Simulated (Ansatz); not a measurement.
Input for Ansatz (an electronic-structure program): R-wB97X-V/def2-TZVPPD on BrClH2 (a complex), monomers drawn apart or pushed together. Files ending in .json are basis or fitting sets from the Basis Set Exchange.

Ansatz 0.2 input:
```yaml
crystal:
  periodic: [false, false, false]
  atoms:
    - {symbol: Cl, position_ang: [0.53481538, -0.46597293, -0.22561594]}
    - {symbol: H, position_ang: [0.80026747, 0.78567606, -0.12357310]}
    - {symbol: Br, position_ang: [0.20076545, -0.31701231, 3.43672010]}
    - {symbol: H, position_ang: [0.27874729, -0.59972184, 2.03662728]}
basis:
  gaussian:
    orbitals: def2-TZVPPD.json
hamiltonian:
  xc: {name: wB97X-V}
scf: {lower_state_search: off}
```

The head of its log:

```
WARN ansatz: RAYON_NUM_THREADS=2 ignored (pool sized by the plan → 2); use --threads N
Functional definition: wB97X-V
these checks for a lower state are left out or cut short: stability, starts, cluster_reference, orbital_swaps, neighbouring_geometries, increment
integrals: 0.08 GiB planned
901 factors; their error is unknown
integrals: 0.12 GiB planned
186 factors; integrals over basis functions are off by at most 1.1e-4 eV
mean field: 0.70 GiB planned
mean field evaluation 1: about -82593.2587 eV, gradient 1.2e1 eV
mean field evaluation 2: about -82593.6774 eV, gradient 6.7e0 eV
```

**Question.** Give the final energy of this run.

**Answer.** -3035.2738 hartree.
